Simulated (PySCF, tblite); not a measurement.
Isomers of C4H12Cl2OSi2. Calculated harmonic vibrations of the isolated species, GFN2-xTB (tblite), most abundant isotopes, no scaling. This tight-binding method is rough: wavenumbers can miss measured ones by several per cent, in bad cases by 10 to 20. Modes of hydrogen on silicon can be 10 to 20 % off. One conformer each.

Electronic energies: PBE0/pcSseg-1 single points on the GFN2-xTB geometries (PySCF, gas phase).

```tsv
SMILES	electronic energy, lowest = 0 (kJ/mol)
CO[Si@@H](CCl)[SiH2][C@H](C)Cl	138.4
CC[C@@H](Cl)[SiH2][Si@H](Cl)OC	0.0
C[Si@@H]([SiH3])COCC(Cl)Cl	271.4
```

Q: How do GFN2-xTB zero-point energies change the relative energies?

A: 
```
                        SMILES  ZPE (kJ/mol)  of it from modes above 1550 cm⁻¹  electronic (kJ/mol)  with ZPE, lowest = 0 (kJ/mol)  lowest mode (cm⁻¹)  rings
CC[C@@H](Cl)[SiH2][Si@H](Cl)OC         398.0                             200.4                  0.0                            0.0                  17      0
CO[Si@@H](CCl)[SiH2][C@H](C)Cl         392.8                             200.0                138.4                          133.3                  26      0
    C[Si@@H]([SiH3])COCC(Cl)Cl         382.8                             194.6                271.4                          256.2                   6      0
```

The zero-point energies span 15.2 kJ/mol, from `C[Si@@H]([SiH3])COCC(Cl)Cl` to `CC[C@@H](Cl)[SiH2][Si@H](Cl)OC`. The order is unchanged.

Q: And how do the electronic energies of GFN2-xTB itself compare?

A: `CC[C@@H](Cl)[SiH2][Si@H](Cl)OC` 0.0; `CO[Si@@H](CCl)[SiH2][C@H](C)Cl` 157.4; `C[Si@@H]([SiH3])COCC(Cl)Cl` 316.9 kJ/mol, lowest = 0. Against the energies above, taken from the same isomer `CC[C@@H](Cl)[SiH2][Si@H](Cl)OC`, the largest difference is 45.5 kJ/mol.
